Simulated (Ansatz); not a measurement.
Consider the ligand exchange at the Si–C bond: `[SiH3]/C=C\S` + `C=NCS` → `C=NCS[SiH3]` + `C=CS`.

Gas-phase electronic energies from Ansatz, PBE0-D4/def2-TZVP geometries. CCSD(T)/CBS is the MP2 limit (def2-TZVPP, def2-QZVPP) plus CCSD(T) − MP2 in def2-TZVPP, frozen cores. This one scheme is used for every species. Functionals use def2-TZVPP. B3LYP here is the variant with VWN-RPA as its local correlation; programs differ in this. One conformer a species, not always the lowest.

```
             level  ΔE (kJ/mol)  difference from CCSD(T)/CBS
       LDA (SPW92)        -50.0                          6.9
            B97M-V        -55.7                          1.2
           PBE0-D4        -56.8                          0.1
          BHLYP-D4        -57.9                         -1.0
          PBE-QIDH        -57.5                         -0.6
               PBE        -53.4                          3.5
              BLYP        -51.5                          5.4
              PBE0        -56.0                          0.9
             B3LYP        -53.7                          3.2
           r2SCANh        -56.5                          0.4
             BHLYP        -56.4                          0.5
           LC-ωPBE        -56.7                          0.2
       HF/def2-SVP        -59.3                         -2.4
      MP2/def2-SVP        -54.6                          2.3
   CCSD/def2-TZVPP        -54.9                          2.0
SCS-MP2/def2-QZVPP        -57.4                         -0.5
       CCSD(T)/CBS        -56.9                            0
```

Largest T1 diagnostic among the species: 0.013.

Leaving LDA and LC-ωPBE aside and taking each functional with its dispersion term where it has one, the values, not all of them listed here, spread over 4.9 kJ/mol, from r2SCAN0-D4 to BLYP-D4. LDA lies +3.4 kJ/mol from PBE without D4. From BLYP to BHLYP (50 % exact exchange), in def2-TZVPP and without D4, ΔE moves by −4.9 kJ/mol. At CCSD(T), def2-SVP lies +3.6 kJ/mol from the extrapolated value and def2-TZVPP +2.6 kJ/mol.
